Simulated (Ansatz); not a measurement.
Abridged output of a molecular run in Ansatz:

```
Functional definition: HF
1026 factors; integrals over basis functions are off by at most 1.4e-3 eV
mean field evaluation 1: about -54962.6070 eV, gradient 2.3e1 eV
mean field evaluation 2: about -54962.6100 eV, gradient 2.3e1 eV
mean field evaluation 4: about -54964.1712 eV, gradient 3.1e0 eV
mean field evaluation 8: about -54964.1961 eV, gradient 5.6e-5 eV
mean field -54964.19613993 eV, -2019.8969520723 hartree, gradient 2.4e-6 eV, S^2 0.000000; 0 other end points of the search recorded, 0 dependent functions left out
11 core orbitals not correlated: weight in the atoms' cores, before any rotation towards them, 1.000 or more for the frozen orbitals, at most 0.000 for the correlated occupied ones
reference -54964.19613993 eV, -2019.8969520723 hartree; 15, 15 occupied and 74, 74 virtual orbitals, 1026 factors
second order -15.28714617 eV of doubles, -0.00000000 eV of singles
cycle   1  -15.64715308 eV  change   -3.6e-1 eV  update   9.5e-2
cycle   2  -16.17888070 eV  change   -5.3e-1 eV  update   3.0e-2
cycle   3  -16.27452604 eV  change   -9.6e-2 eV  update   1.3e-2
cycle   4  -16.27148131 eV  change    3.0e-3 eV  update   2.9e-3
cycle   5  -16.27177926 eV  change   -3.0e-4 eV  update   9.7e-4
cycle   6  -16.27164570 eV  change    1.3e-4 eV  update   2.5e-4
cycle   7  -16.27153187 eV  change    1.1e-4 eV  update   8.5e-5
cycle   8  -16.27151244 eV  change    1.9e-5 eV  update   2.4e-5
perturbative correction -0.44377063 eV, -0.0163082699 hartree
Total energy: -54980.91142300 eV, -2020.5112273951 hartree
```

Its atoms:

Z-matrix (Å, degrees):
```
C
N 1 1.466
H 1 1.090 2 108.7
H 1 1.093 2 112.6 3 121.4
H 1 1.090 2 108.7 3 -117.3
Ga 2 2.133 1 113.5 3 58.6
H 2 1.014 1 110.7 3 -62.3
H 2 1.014 1 110.7 3 179.5
H 6 1.583 2 98.3 1 59.7
H 6 1.583 2 98.3 1 -59.9
H 6 1.583 2 98.9 1 179.9
```

Question: Which basis set was used?
A. def2-QZVPP
B. cc-pV(T+d)Z
C. def2-TZVPPD
D. def2-SVP

Answer: D. It gives 100 functions.

Question: Write the keys of the input that set method, charge and spin (a neutral closed shell needs none for the last two).

Answer: 
```yaml
correlation: {method: ccsd_t}
```
